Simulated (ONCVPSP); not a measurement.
# Pseudopotential generation for zirconium: ONCV, PBE, scalar-relativistic.

```json
{"Element": "zirconium (Zr)", "Generator": "ONCVPSP 4.0.1", "Type": "optimised norm-conserving Vanderbilt (ONCV)", "Functional": "PBE", "Relativity": "scalar-relativistic", "Frozen core": "[Ar] 3d10", "Valence charge": "12", "Reference configuration": "4s2 4p6 4d2 5s1.75 5p0.25", "Partial waves": "4s+5s: rc 2.15 bohr, ncon 4, nbas 7, qcut 4.8 1/bohr, 2 projectors; 4p+5p: rc 2.40 bohr, ncon 3, nbas 7, qcut 6.1 1/bohr, 3 projectors, debl 3.2 Ha; 4d: rc 3.00 bohr, ncon 4, nbas 9, qcut 6.2 1/bohr, 3 projectors, debl 3.7 Ha", "Local potential": "polynomial inside 2.10 bohr (lpopt 2, dvloc0 0 Ha)", "Core correction": "Teter function, fcfact 5.5, rcfact 1.05"}
```

Poles of the logarithmic derivatives, all-electron (AE) and pseudo (PS). s: poles at -1.9, 3.2 (AE) and -1.9, 3.1 (PS) Ha. p: poles at -1.1, 2.8 (AE) and -1.1, 2.8 (PS) Ha. d: poles at 0.0, 2.2 (AE) and 0.0, 2.2 (PS) Ha. Test radii: s 2.19, p 2.43, d 3.04 bohr.

- Cutoffs needed: 11 Ha and 13 Ha (the cutoffs (Ha) at which the residual kinetic energy of the hardest occupied pseudo-wave falls to 1 and 0.1 mHa per electron)
- Ghost test: no bound ghost flagged; no localised positive-energy state flagged
- Largest excitation error: -11 meV (all-electron minus pseudo) for 4s2 4p6 4d2 5s0 5p0, out of 4 test configurations
- rms error of d²Exc/dni dnj: 2.36 mHa without and 0.52 mHa with the model core
